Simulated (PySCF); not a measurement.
PySCF 2.14 output of an unrestricted r2SCANh calculation on a single atom or ion in aug-cc-pV(D+d)Z, with the non-relativistic Hamiltonian (point nucleus):

```
SCF conv_tol = 1e-09
number electrons alpha = 9  beta = 9
    M. Bursch, H. Neugebauer, S. Ehlert, and S. Grimme.,  J. Chem. Phys. 156, 134105 (2022)
cycle= 1 E= -527.496316773958  delta_E= -0.00127  |g|= 0.00904  |ddm|= 0.118
cycle= 2 E= -527.496342733881  delta_E= -2.6e-05  |g|= 0.00669  |ddm|= 0.0373
cycle= 3 E= -527.496364427477  delta_E= -2.17e-05  |g|= 0.000149  |ddm|= 0.0157
cycle= 4 E= -527.496364437958  delta_E= -1.05e-08  |g|= 1.11e-05  |ddm|= 0.000389
cycle= 5 E= -527.496364438019  delta_E= -6.14e-11  |g|= 1.94e-08  |ddm|= 3.49e-05
converged SCF energy = -527.496364438019  <S^2> = -8.8817842e-15  2S+1 = 1
```

The run itself started from symmetry-adapted Hartree-Fock orbitals and held the occupation by maximum overlap, on a logarithmic radial grid, so the iterations belong to that start.

Task: Which element, charge and spin multiplicity is this?

Result: Ar (argon, neutral), multiplicity 1; the state was [Ar], closed-shell 1S.
